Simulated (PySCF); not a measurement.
Computed with r2SCAN-D4/def2-TZVP in PySCF 2.14.0. Gas-phase values, no solvent. One relaxed conformer stands for a flexible species; it need not be the lowest. Excitations are Tamm–Dancoff values on a coarser integration grid. The basis has no diffuse functions, so Rydberg states are missing or too high.

Reference species (SMILES): `[SiH3][Si@@H]1O[SiH2]1` (neutral, multiplicity 1).

```yaml
HOMO: -6.04 eV
S1 oscillator strength: 0.051
S1 excitation (TDA): 4.82 eV
S1–T1 gap (TDA): 1.40 eV
```

Changed species: `[SiH]([SiH2]O)=[SiH2]` (H–O–Si–Si torsion 169°, O–Si–Si–Si torsion -23°).

Q: Predict the effect on the HOMO, S1 oscillator strength, S1 excitation (TDA) and S1–T1 gap (TDA).

A: the HOMO rises by 0.73 eV, to -5.31 eV; the S1 oscillator strength drops by 0.020, to 0.031; the S1 excitation (TDA) decreases by 0.79 eV, to 4.03 eV; the S1–T1 gap (TDA) rises by 1.01 eV, to 2.41 eV.
